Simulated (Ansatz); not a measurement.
`F[SiH]([SeH])O[SiH3]` + PH₃ → `P[SeH]` + `F[SiH2]O[SiH3]` at 298.15 K and 1 bar (ligand exchange at the Se–Si bond).

Program: Ansatz. Geometries: PBE0-D4/def2-TZVP. ΔE: electronic, gas phase. CCSD(T)/CBS is the MP2 limit (def2-TZVPP, def2-QZVPP) plus CCSD(T) − MP2 in def2-TZVPP, frozen cores. This one scheme is used for every species. For Se outer-core shells are correlated without core-valence functions, which leaves a few kJ/mol of doubt a bond. Scalar relativity is left out up to krypton. Each species was taken in one conformer, which may not be the lowest.

```csv
species,CCSD(T)/CBS energy (Eh),H − E (kJ/mol),S (J/(mol·K))
`F[SiH]([SeH])O[SiH3]`,-3157.02257,158.0,405.4
PH₃,-342.72256,73.1,210.2
`P[SeH]`,-2743.44381,80.6,280.3
`F[SiH2]O[SiH3]`,-756.28164,151.9,350.2
```

H − E and S are ideal-gas, rigid-rotor, harmonic terms from PBE0-D4/def2-TZVP, for one conformer and one mirror image of each species. 1 Eh = 2625.50 kJ/mol, R = 8.31446 J/(mol·K).

Q: By hand: ΔE, ΔH, ΔS and ΔG.

A: ΔE = (-2743.44381) + (-756.28164) − (-3157.02257) − (-342.72256) = 0.01968 Eh = 51.7 kJ/mol. Δ(H − E) = 80.6 + 151.9 − 158.0 − 73.1 = 1.4, so ΔH = 53.1 kJ/mol. ΔS = 280.3 + 350.2 − 405.4 − 210.2 = 14.9 J/(mol·K). ΔG = 53.1 − 298.15 × (14.9)/1000 = 48.7 kJ/mol.

Q: By hand: the equilibrium constant, and the temperature at which ΔG would vanish if ΔH and ΔS stayed fixed.

A: log₁₀ K = −ΔG/(RT ln 10) = -8.5. ΔG = 0 at ΔH/ΔS = 3564 K, far beyond where these terms or the molecules hold.

The number of gas molecules stays the same, so ΔS is small and ΔH decides. A doubt of 5 kJ/mol in ΔE shifts log₁₀ K by 0.9 here. Other conformers and mirror images would add mixing entropy, several J/(mol·K) or more a flexible species. Modes under 60 cm⁻¹, often nearly free rotors, make the harmonic entropy too high. These are equilibria of isolated gas molecules and say nothing of rates. Largest T1 diagnostic: 0.013 (customary marks: 0.02 for closed shells, 0.045 for open ones).
